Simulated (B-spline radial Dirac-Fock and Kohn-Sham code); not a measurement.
**Run log: Yb**

ΔSCF core binding energies without Breit or QED terms, calculated with a B-spline atomic structure program. Keys: rel is the Hamiltonian (dirac, or spin-free x2c and nr, where L3 and M5 stand for the whole 2p and 3d shells), method is hf or an exchange,correlation pair (spin-unpolarised, also for the hole states), nuc the nuclear model, radius_factor scales its radius, rmax is the box in bohr, h the logarithmic mesh step, order the B-spline order, points the quadrature points per cell, c_factor scales the speed of light, and damp, ndamp, maxit and tol steer the iteration. The run stops when the commutator error falls below 10·tol·max(1, Z/10), or the numerical noise floor, and the energy has settled to about 1e-8 Ha; the virial ratio is −V/T.

Input (task.json):

```json
{"items": [{"Z": 70, "q": 0, "cfg": [[1, 0, 2], [2, 0, 2], [2, 1, 6], [3, 0, 2], [3, 1, 6], [3, 2, 10], [4, 0, 2], [4, 1, 6], [4, 2, 10], [4, 3, 14], [5, 0, 2], [5, 1, 6], [6, 0, 2]], "A": 174, "rrms": 5.3108, "do": "settings", "holes": ["K", "L3", "M5"],
  "settings": [{"rel": "dirac", "method": "hf", "nuc": "fermi", "radius_factor": 1.0, "rmax": 45.0, "h": 0.3, "order": 6, "points": 10, "c_factor": 1.0, "maxit": 60, "damp": 0.5, "ndamp": 3, "tol": 1e-08}]}]}
```

Command: `python xray2_run.py task.json out`

Ground-state iterations:

```
iter   energy (Ha)        error
   1   -14066.15243951  2.15e+00
   2   -13947.32045830  1.40e+00
   3   -14040.17685963  1.43e+00
   4   -14066.66233875  2.19e-01
   5   -13951.98010661  1.35e+00
   6   -14067.57487518  7.96e-02
   7   -14067.57678187  4.70e-02
   8   -14067.57428871  4.50e-02
   9   -14067.57230326  4.61e-02
  10   -14067.62409967  8.31e-03
  11   -14067.62639138  1.12e-03
  12   -14067.62647986  2.10e-04
  13   -14067.62648383  2.50e-05
  14   -14067.62648385  2.26e-06
  15   -14067.62648385  3.46e-07
```

The ground state converged in 15 iterations, with total energy -14067.62648 Ha, virial ratio 1.90056 and highest orbital energy -5.35 eV. ΔSCF binding energies: K (1s) 61618.1 eV, L3 (2p3/2) 8965.4 eV, M5 (3d5/2) 1528.7 eV.
